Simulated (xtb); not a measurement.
Al(Me)(OH)(SMe) (C2H7AlOS), SMILES [OH][Al]([S]C)[CH3]. All values are semi-empirical tight-binding results from xtb (GFN2-xTB unless named), good for trends rather than for accurate numbers. The structure is a stationary point at GFN2-xTB. Other conformers were not sampled.

Optimised geometry:

Bonded distances (Å): Al1–C2 1.985, Al1–O6 1.645, Al1–S8 2.225, C2–H3 1.091, C2–H4 1.091, C2–H5 1.091, O6–H7 0.947, S8–C9 1.834, C9–H10 1.086, C9–H11 1.085, C9–H12 1.086. Bond angles (°): C2–Al1–O6 126.8, C2–Al1–S8 115.9, O6–Al1–S8 117.3, Al1–C2–H3 110.7, Al1–C2–H4 111.8, Al1–C2–H5 111.8, H3–C2–H4 107.8, H3–C2–H5 107.8, H4–C2–H5 106.8, Al1–O6–H7 176.7, Al1–S8–C9 103.9, S8–C9–H10 110.4, S8–C9–H11 107.9, S8–C9–H12 108.0, H10–C9–H11 110.3, H10–C9–H12 110.2, H11–C9–H12 109.9.

For metal compounds this method's bond lengths and energies can be far off.

Computed properties:
point group as xtb finds it: Cs
orbital gap: 3.50 eV
zero-point energy: 53.7 kcal/mol
G − E(el) at 298.15 K (modified RRHO): 32.0 kcal/mol

Computed atomic charges and the Wiberg bond orders between heavy atoms:
charges (e) Al1 0.37, C2 -0.21, H3 0.06, H4 0.05, H5 0.05, O6 -0.48, H7 0.31, S8 -0.30, C9 -0.04, H10 0.06, H11 0.06, H12 0.06. Bond orders Al1–C2 1.00, Al1–O6 1.36, Al1–S8 1.09, S8–C9 0.97.
